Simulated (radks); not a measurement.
The numbers below are computed, except where a source is named.
Task: Species: Fe24+. Configuration: [He]. Code: a radial shooting solver on a logarithmic mesh with Libxc functionals. Model: scalar-relativistic Kohn-Sham, PBE, spin-polarised, spherical densities, finite nucleus; Fermi nuclear charge, rms radius 3.7377 fm. Some entries of the table are withheld. Estimate them.

orbital  occ.  eigenvalue (hartree)  <r> (bohr)
1s          2                   (1)         (2)
2s          0                   (3)         (4)
2p          0                   (5)         (6)

Result: 
(1) 1s eigenvalue (hartree): -318.7503
(2) 1s <r> (bohr): 0.05791
(3) 2s eigenvalue (hartree): -76.33204
(4) 2s <r> (bohr): 0.2368
(5) 2p eigenvalue (hartree): -74.57585
(6) 2p <r> (bohr): 0.2011
